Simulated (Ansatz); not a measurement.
The cluster Si₂O₃, relaxed as a singlet with RKS PBE-D4/def2-SVP in Ansatz, starting from the GFN2-xTB geometry. Force threshold 0.02 eV/Å.

The structure comes from a short search, and lower isomers may exist.

Start:

| atom | x (Å) | y (Å) | z (Å) |
| --- | --- | --- | --- |
| Si1 | -1.0461 | -1.9460 | 1.0560 |
| Si2 | 0.5325 | 0.7884 | -0.3809 |
| O3 | 1.6743 | 0.2916 | 0.4594 |
| O4 | -0.3134 | 1.5882 | -1.3248 |
| O5 | -0.8472 | -0.7222 | 0.1904 |

| step | energy (eV) | largest force component (eV/Å) | SCF passes |
| --- | --- | --- | --- |
| 1 | -21872.7117 | 2.605 | 19 |
| 2 | -21872.8641 | 1.368 | 21 |
| 3 | -21872.9244 | 0.607 | 21 |
| 4 | -21872.9676 | 0.241 | 26 |
| 5 | -21872.9696 | 0.165 | 22 |
| 6 | -21872.9862 | 0.294 | 27 |
| 7 | -21873.0167 | 0.208 | 29 |
| 8 | -21873.0175 | 0.293 | 21 |
| 9 | -21873.0204 | 0.017 | 23 |

Force components are those of the run's own axes.

End:

```xyz
5

Si   -1.393   -1.910    0.878
Si    0.508    0.694   -0.319
O     1.871    0.488    0.394
O    -0.450    1.447   -1.280
O    -0.535   -0.720    0.327
```

By distances, no bond broke or formed. The bond that changes most is Si2–O5, from 2.12 to 1.87 Å (atoms count from 1).

No frequencies were taken in this run, so the end may be a saddle point.

Run time 4 s (4 threads of Arm Neoverse V1 on a shared host).
